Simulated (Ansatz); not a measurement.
`N[SiH2][SiH2]F` at its PBE0-D4/def2-TZVP geometry, where that method's forces vanish. Total charge 0; spin multiplicity 1.

| atom | x (Å) | y (Å) | z (Å) |
| --- | --- | --- | --- |
| N1 | 1.711 | 0.143 | 0.470 |
| Si2 | 0.073 | -0.195 | 0.884 |
| Si3 | -1.239 | 0.198 | -1.019 |
| F4 | -0.618 | -0.633 | -2.254 |
| H5 | 2.094 | -0.247 | -0.376 |
| H6 | 2.413 | 0.191 | 1.191 |
| H7 | -0.203 | -1.577 | 1.388 |
| H8 | -0.340 | 0.741 | 1.966 |
| H9 | -2.645 | -0.252 | -0.834 |
| H10 | -1.245 | 1.631 | -1.415 |

Problem. For each bond, give half the difference of the two atoms' forces along it (eV/Å; positive pushes the atoms apart) under PBE-D4, r2SCAN-D4, B3LYP-D4, ωB97M-V in def2-TZVPP. (Estimate.)

Solution. Computed: 
| bond | length (Å) | PBE-D4 | r2SCAN-D4 | B3LYP-D4 | ωB97M-V |
| --- | --- | --- | --- | --- | --- |
| N1–Si2 | 1.722 | 0.10 | 0.02 | 0.12 | 0.14 |
| N1–H5 | 1.008 | 0.20 | 0.02 | -0.01 | -0.02 |
| N1–H6 | 1.008 | 0.20 | 0.02 | -0.01 | -0.03 |
| Si2–Si3 | 2.346 | -0.16 | 0.00 | 0.04 | -0.03 |
| Si2–H7 | 1.496 | 0.04 | -0.01 | -0.10 | -0.14 |
| Si2–H8 | 1.489 | 0.07 | -0.02 | -0.11 | -0.13 |
| Si3–F4 | 1.612 | 0.53 | 0.05 | 0.22 | 0.20 |
| Si3–H9 | 1.488 | 0.04 | -0.03 | -0.11 | -0.14 |
| Si3–H10 | 1.487 | 0.04 | -0.02 | -0.11 | -0.14 |

B3LYP here is the variant with VWN-RPA as its local correlation; programs differ in this.
